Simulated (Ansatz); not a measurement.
Task: Name a neutral molecule of Al, Br, C, O and H with HOMO energy (PBE0/def2-TZVPP) between -8.10 and -7.80 eV and LUMO energy (PBE0/def2-TZVPP) between -1.10 and -0.80 eV (Ansatz, PBE0-D4/def2-TZVP geometry).

Result: `[OH][AlH][CH2]Br` (-7.82 eV, -0.92 eV). Other molecules can fit too; these were computed, each in one conformer that needn't be the lowest.
